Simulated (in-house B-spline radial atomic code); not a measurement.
Radial electron density of the copper ion Cu⁸⁺, [Ar] 3d3. Computed with a radial B-spline atomic code at the basis-set limit: Dirac-Kohn-Sham LDA exchange-only, spherical fractional occupations, Fermi nucleus of rms radius 3.8823 fm.

Columns: r (bohr), 4πr²n(r) (electrons per bohr), bar.

```
 0.00195   0.8175 #
 0.00232    1.124 #
 0.00276    1.538 ##
 0.00328    2.092 ##
  0.0039     2.83 ###
 0.00464    3.808 ####
 0.00552    5.082 ######
 0.00656    6.705 #######
  0.0078    8.755 ##########
 0.00928    11.29 ############
   0.011    14.25 ################
  0.0131    17.77 ####################
  0.0156    21.65 ########################
  0.0186    25.72 ############################
  0.0221    29.52 #################################
  0.0262    32.67 ####################################
  0.0312    34.81 ######################################
  0.0371    35.47 #######################################
  0.0441    34.57 ######################################
  0.0525    32.45 ####################################
  0.0624    30.03 #################################
  0.0742    28.53 ################################
  0.0883    29.09 ################################
   0.105    32.03 ###################################
   0.125    36.37 ########################################
   0.148    39.74 ############################################
   0.177    39.85 ############################################
    0.21    35.45 #######################################
    0.25     27.7 ###############################
   0.297    20.15 ######################
   0.353    16.03 ##################
    0.42    16.23 ##################
   0.499    18.45 ####################
   0.594    19.15 #####################
   0.706    16.45 ##################
    0.84    11.31 ############
   0.999    6.106 #######
    1.19    2.513 ###
    1.41   0.8018 #
    1.68   0.1785 
       2  0.02792 
    2.38 0.002927
```

On this grid the curve has 3 maxima, near 0.0371, 0.177, 0.594 bohr.

The 3d3/2 radial function P(r) = rR(r), positive near the nucleus, with its small component Q(r) (sign convention: Q ≈ (P' + κP/r)/2c):

| r (bohr) | P | Q |
| --- | --- | --- |
| 0.0156 | 0.001228 | 0.001313 |
| 0.0221 | 0.003218 | 0.002442 |
| 0.0312 | 0.0082 | 0.004389 |
| 0.0441 | 0.02038 | 0.007605 |
| 0.0624 | 0.04874 | 0.01253 |
| 0.0883 | 0.1102 | 0.01924 |
| 0.125 | 0.2314 | 0.02694 |
| 0.177 | 0.4404 | 0.03336 |
| 0.25 | 0.7361 | 0.03514 |
| 0.353 | 1.049 | 0.02991 |
| 0.499 | 1.225 | 0.01891 |
| 0.706 | 1.113 | 0.007494 |
| 0.999 | 0.7355 | 0.0006959 |
| 1.41 | 0.3192 | -0.0009819 |
| 2 | 0.0742 | -0.0004446 |
